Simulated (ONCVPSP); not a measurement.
## Reading a pseudo-wave (niobium)

Columns: radius, all-electron u(r) and pseudo u(r) of the 4s shell (level -64.96 eV) of niobium in the configuration [Ar] 3d10 4s2 4p6 4d4; LDA (Perdew-Wang 92), scalar-relativistic, ONCV scheme, ONCVPSP 4.0.1.

```tsv
r (bohr)	all-electron	pseudo
0.125	0.3407	0.0807
0.250	-0.3922	0.1853
0.375	-0.5432	0.3264
0.500	-0.1333	0.4993
0.625	0.3789	0.6830
0.750	0.7707	0.8479
0.875	0.9943	0.9669
1.000	1.0740	1.0231
1.125	1.0537	1.0151
1.250	0.9738	0.9537
1.375	0.8645	0.8572
1.500	0.7461	0.7445
1.625	0.6308	0.6306
1.750	0.5251	0.5250
1.875	0.4319	0.4319
2.000	0.3519	0.3519
2.125	0.2846	0.2846
2.250	0.2288	0.2288
2.375	0.1830	0.1829
2.500	0.1457	0.1457
2.625	0.1156	0.1156
2.750	0.0915	0.0915
2.875	0.0722	0.0722
3.000	0.0568	0.0568
3.125	0.0446	0.0446
3.250	0.0350	0.0350
```

Q: How many radial nodes do the two functions have?

A: The all-electron 4s function has n − l − 1 = 3 (the table is too coarse to show those close to the nucleus); the pseudo-wave has 0, since the states of the same l below it are removed with the core.

Q: At about which radius was the pseudo-wave matched?

A: 1.75 bohr, where the columns begin to agree (steps of 0.12 bohr).

Q: Is the pseudo-wave norm-conserving?

A: Yes: the ONCV scheme keeps the norm inside the radius equal to the all-electron one, which fixes the energy derivative of the logarithmic derivative at the level.
